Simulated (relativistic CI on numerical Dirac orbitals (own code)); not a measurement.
**What each ingredient does to the levels of Pt⁶⁰⁺**

Base calculation: Dirac-Coulomb-Breit CI, orbitals from a KLI potential per configuration, QED by a radiative potential, unscaled Slater integrals.

Configuration list (outside the closed core [Ne]): 3s2 3p6, 3s2 3p5 3d, 3s 3p6 3d, 3s2 3p5 4s, 3s2 3p5 4p, 3s2 3p5 4d, 3s 3p6 4s, 3s2 3p5 4f, 3p6 3d 4p, 3s 3p6 4p, 3s 3p6 4d, 3s 3p6 4f, 3s2 3p5 5s, 3s2 3p5 5p, 3s2 3p5 5d, 3s2 3p5 5f, 3s2 3p5 5g, 3s 3p6 5s, 3s 3p6 5p, 3s 3p6 5d, 3s2 3p5 6s, 3p6 3d2, 3p5 3d3, 3p5 3d2 4s, 3p5 3d2 4p, 3p5 3d2 4d, 3p6 3d 4s, 3p5 3d 4s2, 3p5 3d 4s 4p, 3p5 3d 4s 4d, 3p6 4s2, 3p5 4s2 4p, 3p5 4s2 4d. Double excitations out of closed p, d and f shells are left out; levels of such configurations are missing from the list, as are those of other unlisted configurations, and high levels can miss mixing partners. These lack a partner that the ground configuration has and come out too high: 3s2 3p5 4f, 3s2 3p5 5s, 3s2 3p5 5p, 3s2 3p5 5d, 3s2 3p5 5f.

Variants: (1) Breit term removed; (2) non-relativistic limit. Shifts of the energy above 3s2 3p6 1S_0, in eV, for the lowest level and the first level of each name with at least 55 % of one term (blank where a level changes its place among those of its configuration and J or its character, or is not in the variant):

| Level | Base | Δ(1) | Δ(2) |
| --- | --- | --- | --- |
| 3s2 3p6 1S_0 | 0.00 | 0.00 | 0.00 |
| 3s2 3p5 3d 3P°_0 | 254.09 | +1.17 | -15.96 |
| 3s2 3p5 3d 3P°_1 | 266.66 | +1.85 | -28.53 |
| 3s2 3p5 3d 3F°_3 | 270.49 | +2.49 | -22.76 |
| 3s2 3p5 3d 3F°_4 | 362.77 | +5.02 | -115.04 |
| 3s2 3p5 3d 3D°_3 | 381.04 | +4.32 |  |
| 3s2 3p5 3d 3F°_2 | 711.28 | +7.06 |  |
| 3s 3p6 3d 3D_1 | 950.73 | +1.73 | -501.23 |
| 3s 3p6 3d 3D_2 | 958.20 | +2.17 | -508.70 |
| 3s 3p6 3d 3D_3 | 1050.75 | +4.56 | -601.25 |
| 3s 3p6 3d 1D_2 | 1066.02 | +4.19 | -597.55 |
| 3p6 3d2 3F_2 | 1919.85 | +3.89 | -1007.32 |
| 3p6 3d2 3P_0 | 1946.57 | +2.73 | -1018.01 |
| 3p6 3d2 3F_3 | 2015.58 | +6.39 | -1103.05 |

At this charge energies of transitions that change n are usually good to better than 1 %, and those within a shell (Δn = 0) to a few per cent.

Ionisation energy from the two ground configurations alone: base 6516.91 eV; Breit term removed 6524.4 eV. The NIST ASD value (theoretical) is 6517 eV.

LS names give the leading component of a level, which can be under half, so a name can repeat, a term be missing and a line seem to break the LS rules.
